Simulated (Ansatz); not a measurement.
Molecular dynamics of C2H8Ge

The input (input.yaml):

```yaml
crystal:
  periodic: [false, false, false]
  atoms:
    - { symbol: Ge, position_ang: [-0.028344, -0.050545, -0.121638] }
    - { symbol: H, position_ang: [-0.180532, -0.30053, 1.391318] }
    - { symbol: C, position_ang: [1.878199, 0.017484, -0.58893] }
    - { symbol: H, position_ang: [2.37563, -0.917549, -0.326699] }
    - { symbol: H, position_ang: [2.003343, 0.182077, -1.660748] }
    - { symbol: H, position_ang: [2.376641, 0.830455, -0.057802] }
    - { symbol: C, position_ang: [-0.926696, 1.628397, -0.603478] }
    - { symbol: H, position_ang: [-1.991088, 1.580229, -0.3685] }
    - { symbol: H, position_ang: [-0.493559, 2.467489, -0.056005] }
    - { symbol: H, position_ang: [-0.821357, 1.826411, -1.671717] }
    - { symbol: H, position_ang: [-0.697538, -1.223517, -0.864101] }
basis:
  gaussian: { orbitals: def2-SVP }
hamiltonian:
  xc: hf
md:
  timestep: 0.5
  n_steps: 150
  ensemble: nve
  temperature: 700.0
  initial_velocities: maxwell_boltzmann
  seed: 647128
  masses: [{ species: H, mass: 10.0 }]
```

Command:

```bash
$ ansatz run input.yaml --threads 1 --pin off --max-ram 2048MiB --backend cpu --events-out ev --progress --plain --runs-dir out
```

It starts from a relaxed structure.

Output, in part (one step line in 3, the closing report, with atoms numbered from 0):

```
md step     0: t =     0.00 fs  T =   700.0 K  F+E_penalty+E_count = -58652.60186611 eV  E_kin = 0.814338 eV  conserved = -58651.78752812 eV  (29 SCF iters)
md step     3: t =     1.50 fs  T =   669.5 K  F+E_penalty+E_count = -58652.56625525 eV  E_kin = 0.778828 eV  conserved = -58651.78742677 eV  (30 SCF iters)
md step     6: t =     3.00 fs  T =   590.0 K  F+E_penalty+E_count = -58652.47359191 eV  E_kin = 0.686428 eV  conserved = -58651.78716430 eV  (30 SCF iters)
md step     9: t =     4.50 fs  T =   492.4 K  F+E_penalty+E_count = -58652.35976477 eV  E_kin = 0.572873 eV  conserved = -58651.78689134 eV  (30 SCF iters)
md step    12: t =     6.00 fs  T =   408.7 K  F+E_penalty+E_count = -58652.26216895 eV  E_kin = 0.475411 eV  conserved = -58651.78675831 eV  (23 SCF iters)
md step    15: t =     7.50 fs  T =   354.7 K  F+E_penalty+E_count = -58652.19945494 eV  E_kin = 0.412649 eV  conserved = -58651.78680636 eV  (23 SCF iters)
md step    18: t =     9.00 fs  T =   325.6 K  F+E_penalty+E_count = -58652.16575182 eV  E_kin = 0.378801 eV  conserved = -58651.78695109 eV  (23 SCF iters)
md step    21: t =    10.50 fs  T =   304.6 K  F+E_penalty+E_count = -58652.14143301 eV  E_kin = 0.354363 eV  conserved = -58651.78706951 eV  (23 SCF iters)
md step    24: t =    12.00 fs  T =   277.4 K  F+E_penalty+E_count = -58652.10978594 eV  E_kin = 0.322702 eV  conserved = -58651.78708442 eV  (23 SCF iters)
md step    27: t =    13.50 fs  T =   241.5 K  F+E_penalty+E_count = -58652.06794797 eV  E_kin = 0.280951 eV  conserved = -58651.78699659 eV  (23 SCF iters)
md step    30: t =    15.00 fs  T =   206.6 K  F+E_penalty+E_count = -58652.02720319 eV  E_kin = 0.240333 eV  conserved = -58651.78687009 eV  (23 SCF iters)
md step    33: t =    16.50 fs  T =   187.0 K  F+E_penalty+E_count = -58652.00437063 eV  E_kin = 0.217584 eV  conserved = -58651.78678694 eV  (23 SCF iters)
md step    36: t =    18.00 fs  T =   192.5 K  F+E_penalty+E_count = -58652.01077223 eV  E_kin = 0.223984 eV  conserved = -58651.78678811 eV  (24 SCF iters)
md step    39: t =    19.50 fs  T =   223.1 K  F+E_penalty+E_count = -58652.04641097 eV  E_kin = 0.259556 eV  conserved = -58651.78685536 eV  (24 SCF iters)
md step    42: t =    21.00 fs  T =   270.8 K  F+E_penalty+E_count = -58652.10196386 eV  E_kin = 0.315018 eV  conserved = -58651.78694552 eV  (23 SCF iters)
md step    45: t =    22.50 fs  T =   324.4 K  F+E_penalty+E_count = -58652.16443520 eV  E_kin = 0.377404 eV  conserved = -58651.78703128 eV  (23 SCF iters)
md step    48: t =    24.00 fs  T =   373.3 K  F+E_penalty+E_count = -58652.22132134 eV  E_kin = 0.434218 eV  conserved = -58651.78710357 eV  (30 SCF iters)
md step    51: t =    25.50 fs  T =   408.6 K  F+E_penalty+E_count = -58652.26248894 eV  E_kin = 0.475340 eV  conserved = -58651.78714943 eV  (23 SCF iters)
md step    54: t =    27.00 fs  T =   425.5 K  F+E_penalty+E_count = -58652.28217937 eV  E_kin = 0.495035 eV  conserved = -58651.78714452 eV  (24 SCF iters)
md step    57: t =    28.50 fs  T =   425.6 K  F+E_penalty+E_count = -58652.28215561 eV  E_kin = 0.495083 eV  conserved = -58651.78707272 eV  (24 SCF iters)
md step    60: t =    30.00 fs  T =   417.6 K  F+E_penalty+E_count = -58652.27280105 eV  E_kin = 0.485827 eV  conserved = -58651.78697388 eV  (24 SCF iters)
md step    63: t =    31.50 fs  T =   412.8 K  F+E_penalty+E_count = -58652.26721793 eV  E_kin = 0.480278 eV  conserved = -58651.78694016 eV  (24 SCF iters)
md step    66: t =    33.00 fs  T =   415.0 K  F+E_penalty+E_count = -58652.26975180 eV  E_kin = 0.482733 eV  conserved = -58651.78701865 eV  (24 SCF iters)
md step    69: t =    34.50 fs  T =   415.6 K  F+E_penalty+E_count = -58652.27065000 eV  E_kin = 0.483519 eV  conserved = -58651.78713124 eV  (24 SCF iters)
md step    72: t =    36.00 fs  T =   403.4 K  F+E_penalty+E_count = -58652.25645655 eV  E_kin = 0.469318 eV  conserved = -58651.78713839 eV  (24 SCF iters)
md step    75: t =    37.50 fs  T =   378.5 K  F+E_penalty+E_count = -58652.22736342 eV  E_kin = 0.440355 eV  conserved = -58651.78700840 eV  (23 SCF iters)
md step    78: t =    39.00 fs  T =   355.7 K  F+E_penalty+E_count = -58652.20070835 eV  E_kin = 0.413836 eV  conserved = -58651.78687274 eV  (23 SCF iters)
md step    81: t =    40.50 fs  T =   350.2 K  F+E_penalty+E_count = -58652.19422216 eV  E_kin = 0.407352 eV  conserved = -58651.78687007 eV  (23 SCF iters)
md step    84: t =    42.00 fs  T =   362.2 K  F+E_penalty+E_count = -58652.20836875 eV  E_kin = 0.421383 eV  conserved = -58651.78698550 eV  (23 SCF iters)
md step    87: t =    43.50 fs  T =   378.8 K  F+E_penalty+E_count = -58652.22777638 eV  E_kin = 0.440678 eV  conserved = -58651.78709836 eV  (23 SCF iters)
md step    90: t =    45.00 fs  T =   386.1 K  F+E_penalty+E_count = -58652.23625568 eV  E_kin = 0.449122 eV  conserved = -58651.78713362 eV  (23 SCF iters)
md step    93: t =    46.50 fs  T =   378.5 K  F+E_penalty+E_count = -58652.22743980 eV  E_kin = 0.440342 eV  conserved = -58651.78709780 eV  (23 SCF iters)
md step    96: t =    48.00 fs  T =   359.4 K  F+E_penalty+E_count = -58652.20513068 eV  E_kin = 0.418106 eV  conserved = -58651.78702516 eV  (22 SCF iters)
md step    99: t =    49.50 fs  T =   337.1 K  F+E_penalty+E_count = -58652.17911444 eV  E_kin = 0.392175 eV  conserved = -58651.78693953 eV  (23 SCF iters)
md step   102: t =    51.00 fs  T =   322.0 K  F+E_penalty+E_count = -58652.16146446 eV  E_kin = 0.374604 eV  conserved = -58651.78686053 eV  (23 SCF iters)
md step   105: t =    52.50 fs  T =   323.5 K  F+E_penalty+E_count = -58652.16312085 eV  E_kin = 0.376298 eV  conserved = -58651.78682250 eV  (23 SCF iters)
md step   108: t =    54.00 fs  T =   345.7 K  F+E_penalty+E_count = -58652.18899277 eV  E_kin = 0.402128 eV  conserved = -58651.78686434 eV  (23 SCF iters)
md step   111: t =    55.50 fs  T =   383.3 K  F+E_penalty+E_count = -58652.23292884 eV  E_kin = 0.445935 eV  conserved = -58651.78699421 eV  (23 SCF iters)
md step   114: t =    57.00 fs  T =   421.2 K  F+E_penalty+E_count = -58652.27711721 eV  E_kin = 0.489954 eV  conserved = -58651.78716280 eV  (24 SCF iters)
md step   117: t =    58.50 fs  T =   440.1 K  F+E_penalty+E_count = -58652.29928124 eV  E_kin = 0.512008 eV  conserved = -58651.78727319 eV  (24 SCF iters)
md step   120: t =    60.00 fs  T =   428.7 K  F+E_penalty+E_count = -58652.28597178 eV  E_kin = 0.498740 eV  conserved = -58651.78723134 eV  (24 SCF iters)
md step   123: t =    61.50 fs  T =   393.3 K  F+E_penalty+E_count = -58652.24458617 eV  E_kin = 0.457554 eV  conserved = -58651.78703220 eV  (23 SCF iters)
md step   126: t =    63.00 fs  T =   357.6 K  F+E_penalty+E_count = -58652.20279009 eV  E_kin = 0.415970 eV  conserved = -58651.78681988 eV  (23 SCF iters)
md step   129: t =    64.50 fs  T =   345.5 K  F+E_penalty+E_count = -58652.18867568 eV  E_kin = 0.401878 eV  conserved = -58651.78679735 eV  (23 SCF iters)
md step   132: t =    66.00 fs  T =   359.2 K  F+E_penalty+E_count = -58652.20488942 eV  E_kin = 0.417890 eV  conserved = -58651.78699933 eV  (23 SCF iters)
md step   135: t =    67.50 fs  T =   375.9 K  F+E_penalty+E_count = -58652.22452994 eV  E_kin = 0.437292 eV  conserved = -58651.78723800 eV  (30 SCF iters)
md step   138: t =    69.00 fs  T =   367.6 K  F+E_penalty+E_count = -58652.21498098 eV  E_kin = 0.427662 eV  conserved = -58651.78731891 eV  (30 SCF iters)
md step   141: t =    70.50 fs  T =   323.7 K  F+E_penalty+E_count = -58652.16374341 eV  E_kin = 0.376536 eV  conserved = -58651.78720740 eV  (30 SCF iters)
md step   144: t =    72.00 fs  T =   255.7 K  F+E_penalty+E_count = -58652.08445881 eV  E_kin = 0.297466 eV  conserved = -58651.78699269 eV  (24 SCF iters)
md step   147: t =    73.50 fs  T =   188.5 K  F+E_penalty+E_count = -58652.00603975 eV  E_kin = 0.219259 eV  conserved = -58651.78678117 eV  (23 SCF iters)
md step   150: t =    75.00 fs  T =   147.0 K  F+E_penalty+E_count = -58651.95771137 eV  E_kin = 0.171061 eV  conserved = -58651.78665074 eV  (30 SCF iters)
Total energy: -58651.95771137 eV, -2155.4196901679 hartree
Atom 0 at    -0.049988    -0.044096    -0.141952 Å, force     0.903688    -1.294414    -1.064465 eV/Å
Atom 1 at    -0.195461    -0.378752     1.340814 Å, force    -0.300432    -0.177717     0.129695 eV/Å
Atom 2 at     1.906456     0.043464    -0.532564 Å, force     0.607923    -1.195514     0.849368 eV/Å
Atom 3 at     2.480917    -0.816449    -0.073089 Å, force    -1.097397     0.217508    -0.980807 eV/Å
Atom 4 at     1.981864     0.019843    -1.637632 Å, force     0.590477     0.304515     0.705482 eV/Å
Atom 5 at     2.478026     0.829529    -0.014160 Å, force    -0.665360     0.626573    -0.824147 eV/Å
Atom 6 at    -0.922062     1.622162    -0.533041 Å, force    -0.352459     1.429962    -3.075294 eV/Å
Atom 7 at    -1.913338     1.618365    -0.121212 Å, force    -0.263036     0.614870     1.275897 eV/Å
Atom 8 at    -0.254771     2.495266    -0.347974 Å, force    -0.937391    -0.511699     0.649202 eV/Å
Atom 9 at    -1.246852     1.800156    -1.625843 Å, force     1.121794    -0.842857     1.252789 eV/Å
Atom 10 at    -0.641150    -1.193448    -1.139923 Å, force     0.392193     0.828775     1.082279 eV/Å
Dipole moment:     0.000218     0.135457    -0.002037 e Å
```

The run went to its last step. The conserved energy stayed within 0.08 meV per atom of its start (net change 0.08 meV per atom), so the integration is sound. Over the second half the temperature averaged 0.50 of the 700 K drawn at the start: a run that starts near a minimum puts about half its kinetic energy into the potential. A run of 0.075 ps of so small a system gives no equilibrium averages.

The same pairs are bonded in the first frame and the last. Pairs count as bonded within 1.25 times the sum of covalent radii (0.12 Å more for H–H).

Last frame:

```xyz
11
Properties=species:S:1:pos:R:3
Ge -0.050 -0.044 -0.142
H -0.196 -0.379 1.341
C 1.907 0.043 -0.533
H 2.481 -0.816 -0.073
H 1.982 0.020 -1.638
H 2.478 0.830 -0.014
C -0.922 1.622 -0.533
H -1.913 1.618 -0.121
H -0.255 2.495 -0.348
H -1.247 1.800 -1.626
H -0.641 -1.193 -1.140
```

Time of the run: 4 min on 1 thread of Arm Neoverse V2 (shared host), peak memory 0.2 GiB.
